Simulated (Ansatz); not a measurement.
Mulliken charges of Al2H4OSeSi (`[AlH2][Al]1[O][SiH2][Se]1`) from PBE/def2-TZVPP in Ansatz (PBE0-D4/def2-TZVP geometry).

```tsv
atom	x (Å)	y (Å)	z (Å)	charge (e)
Al1	-1.139	1.425	2.233	0.344
Al2	-0.199	0.265	0.121	0.238
O3	0.808	-1.146	-0.008	-0.367
Si4	0.977	-1.230	-1.646	0.374
Se5	-0.298	0.612	-2.187	-0.252
H6	-2.262	2.536	2.082	-0.101
H7	-0.600	1.048	3.677	-0.102
H8	0.414	-2.481	-2.211	-0.067
H9	2.388	-1.076	-2.079	-0.067
```

Q: By hand: the dipole of these point charges (1 e Å = 4.8032 D).

A: Σ q r = (-0.193, 0.235, 0.438) e Å, of length 0.533 e Å = 2.56 D.

Q: How does the dipole of the full density compare? (Estimate.)

A: The calculation gave: (-0.084, 0.088, 0.304) e Å, 1.57 D; the point charges give 1.63 times that, at 13° from its direction.

Point charges leave out the atoms' own dipoles, such as those of lone pairs, and Mulliken's split depends on the basis, so the two needn't agree.
